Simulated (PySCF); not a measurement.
## As²⁺: ionisation energy

As²⁺ [Ar] 3d10 4s2 4p1 [4p1/2^1, M_J = 1/2] → As³⁺ [Ar] 3d10 4s2, as a difference of total energies. Calculation: PySCF 2.14, in x2c-QZVPPall-2c (11s10p5d4f1g, 103 functions); the two-component X2C-1e Hamiltonian. Correlated levels: [Ne] frozen; the 8 highest virtual spinors dropped. "Screened" scales the spin-orbit matrix elements by Boettger's factors to mimic the two-electron term; Breit and QED terms are absent.

```csv
method,ionisation energy (eV)
GHF (spin-free),27.521
GMP2 (spin-free),27.963
GHF (screened spin-orbit),27.761
GMP2 (screened spin-orbit),28.217
```

Q: How much does correlation contribute at GMP2 (screened spin-orbit)?

A: 28.217 − (27.761) = 0.456 eV, measured against GHF (screened spin-orbit).

The spin-free rows lack the spin-orbit shift.

Errors of the correlated levels include the incompleteness of this basis and the frozen core.

For comparison: 28.349 ± 0.012 eV (measured; NIST Atomic Spectra Database, ionization energies).
